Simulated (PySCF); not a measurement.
Orbital gap (eV) of eight silicon and germanium compounds: PBE beside r2SCAN, computed with PySCF for isolated molecules in the bases named; differences from unrounded values. The eight are the first of their class met in an unordered collection, after screening for sound electronic states; none was chosen by its value. Each molecule has one DFT geometry for both levels.

| molecule | basis | r2SCAN |
|---|---|---|
| C₂H₁₂OSi₃, SMILES [Si@@H]([SiH3])(OC)C[SiH3] | def2-TZVP | 6.10 |
| Si(H)2(OMe)(PH2) (CH7OPSi), SMILES CO[SiH2]P | def2-TZVP | 6.00 |
| Si(CF3)(Cl)2(H) (CHCl2F3Si), SMILES FC(F)(F)[SiH](Cl)Cl | def2-TZVP | 7.32 |
| CH₁₃NSi₄, SMILES N[Si@@H](C[SiH3])[SiH2][SiH3] | def2-TZVP | 5.18 |
| C2H10O2Si2, SMILES OC[SiH]([SiH3])CO | def2-TZVP | 5.45 |
| C3H8FNSi, SMILES C/C=N/[C@H](F)[SiH3] | def2-TZVP | 5.48 |
| CH10FNSi3, SMILES N[SiH2][Si@@H](F)C[SiH3] | def2-TZVP | 5.45 |
| C₃H₆N₂Si, SMILES N#CC/C=N/[SiH3] | def2-TZVP | 4.39 |

Task: Estimate the PBE values and say how PBE differs from r2SCAN over the set. (Estimate from the structure and the level; the computed values follow.)

Result: 
```json
[
 {"molecule": "C₂H₁₂OSi₃, SMILES [Si@@H]([SiH3])(OC)C[SiH3]", "PBE": "5.53", "difference": "-0.57"},
 {"molecule": "Si(H)2(OMe)(PH2) (CH7OPSi), SMILES CO[SiH2]P", "PBE": "5.43", "difference": "-0.57"},
 {"molecule": "Si(CF3)(Cl)2(H) (CHCl2F3Si), SMILES FC(F)(F)[SiH](Cl)Cl", "PBE": "6.61", "difference": "-0.71"},
 {"molecule": "CH₁₃NSi₄, SMILES N[Si@@H](C[SiH3])[SiH2][SiH3]", "PBE": "4.66", "difference": "-0.52"},
 {"molecule": "C2H10O2Si2, SMILES OC[SiH]([SiH3])CO", "PBE": "4.83", "difference": "-0.61"},
 {"molecule": "C3H8FNSi, SMILES C/C=N/[C@H](F)[SiH3]", "PBE": "4.95", "difference": "-0.53"},
 {"molecule": "CH10FNSi3, SMILES N[SiH2][Si@@H](F)C[SiH3]", "PBE": "4.81", "difference": "-0.64"},
 {"molecule": "C₃H₆N₂Si, SMILES N#CC/C=N/[SiH3]", "PBE": "3.91", "difference": "-0.47"}
]
```
PBE lies below r2SCAN in 8 and above it in 0 of the eight; the mean signed difference is -0.58 and the largest -0.71 eV.
